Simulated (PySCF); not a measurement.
**Working with the constants of Ge₂⁺**

UHF-CCSD(T) constants of Ge₂⁺, quartet, unpaired electrons σ ↑, π ↑↑ (basis Ge pcseg-1; no relativity; PySCF 2.14; masses 73.9212 and 73.9212 u):

```
ωe             : 249.0 cm⁻¹
ωexe           : 0.844 cm⁻¹
Be             : 0.075419 cm⁻¹
αe             : 0.000325 cm⁻¹
De to Ge⁺ + Ge : 2.85 eV
```

Question: What force constant and bond length do these constants imply?

Answer: Reduced mass μred = 36.961 u; k = 5.8918×10⁻⁷·μred·ωe² (u, cm⁻¹, mdyn/Å) = 1.35 mdyn/Å; Re = √(16.8576/(μred·Be)) (u, cm⁻¹, Å) = 2.459 Å.

Question: Estimate the centrifugal constant D from the Kratzer relation and find the Dunham coefficient a1.

Answer: D = 4Be³/ωe² = 2.77e-08 cm⁻¹; a1 = −1 − αeωe/(6Be²) = -3.37.

Correlated steps freeze 18 core orbitals. Correlated levels converge slowly with the basis: in double zeta they bind strong bonds too weakly, by up to about 1 eV, and carry superposition errors of some tenths. Spin–orbit coupling is left out. The state is the lowest determinant that a PBE0 search found; another state may lie lower at other levels.
